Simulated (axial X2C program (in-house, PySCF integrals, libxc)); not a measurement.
## NaNb⁻: properties at the nuclei

Calculated with an axial X2C code built on PySCF integrals: two-component X2C with atomic mean-field Coulomb and Gaunt terms, Gaussian nuclei, basis Nb dyall-acv3z, Na dyall-av3z with contracted cores.

R = 3.419 Å (near the PBE0 minimum at charge -1 of the determinant lowest at the starting distance; the state shown can have its own minimum elsewhere).

Determinant lowest in the PBE0 search, Ω = 5/2 (⟨Sz⟩ = 2.50, ⟨Lz⟩ = 0.00 at PBE0), spin on the atoms Nb 2.26, Na 0.24:

```
    level  Eeff magnitude (GV/cm)  Ws magnitude Nb (kHz)  A∥/gI Nb (MHz)  qzz Nb (a.u.)  A∥/gI Na (MHz)  qzz Na (a.u.)
     PBE0                    1.84                  0.367             228           1.32            17.7          -0.05
       HF                       3                   0.61            97.1           1.07           -14.2          -0.09
    PBE50                    2.21                  0.444             209           1.27              13          -0.05
     BP86                    1.18                  0.223             306           1.20            12.9          -0.02
BHandHLYP                    1.88                  0.372             159           1.40            32.7          -0.05
```

Determinant 0.04 eV from it at PBE0 and this distance, Ω = 3/2 (⟨Sz⟩ = 2.50, ⟨Lz⟩ = -1.00 at PBE0), spin on the atoms Nb 2.27, Na 0.23:

| level | Eeff magnitude (GV/cm) | Ws magnitude Nb (kHz) | A∥/gI Nb (MHz) | qzz Nb (a.u.) | A∥/gI Na (MHz) | qzz Na (a.u.) |
| --- | --- | --- | --- | --- | --- | --- |
| PBE0 | 1.79 | 0.597 | 234 | 0.52 | 30.7 | -0.07 |
| HF | 2.92 | 0.985 | 56.2 | 0.23 | -17.4 | -0.09 |
| PBE50 | 2.1 | 0.701 | 215 | 0.45 | 23.3 | -0.07 |
| BP86 | 1.43 | 0.471 | 258 | 0.61 | 51.5 | -0.07 |
| BHandHLYP | 1.77 | 0.58 | 119 | 0.61 | 55.5 | -0.08 |

Eeff is the effective electric field on the electron electric dipole moment in this Ω state and Ws the scalar–pseudoscalar constant of the nucleus named (defined with the proton number Z and per Ω); A∥ (defined per Ω) follows by multiplying with gI = μI/(I μN); qzz is the electric field gradient, eQq0 = 234.96 MHz × Q/barn × qzz. The operators were transformed with the bare-nucleus X2C matrices; with these basis sets, hyperfine constants and field gradients can be off by tens of per cent, and where levels differ in sign neither size nor sign is settled.

(1) With Q(93Nb) = -0.32 barn (Q from Pyykkö, Mol. Phys. 2018), turn the PBE0 values of the first state into constants in MHz.

Each state is one determinant with collinear spin, which with several unpaired electrons need not be a pure state. Unrestricted Hartree–Fock can overshoot spin polarisation at the nuclei. For an anion, determinants above electron detachment, or with a positive highest level, are held by the basis set. This is the top spin component of a Σ state; components of lower Ω are not single determinants and can lie lower. With several open shells hyperfine constants can be off by a factor of several. Where Eeff spreads by more than a factor of two the levels disagree and none is to be relied on. States lie within half an eV, so the first need not be the ground state. Further determinants of the search, some of them spin-mixed, are not shown. Where a field gradient or hyperfine factor spreads by more than a factor of two over the levels, a constant derived from it is not to be relied on. PBE0 term energies can be off by some tenths of an eV.

## Answers

(1) eQq0(93Nb) = 234.96 × (-0.32) × (1.32) = -99.2 MHz.
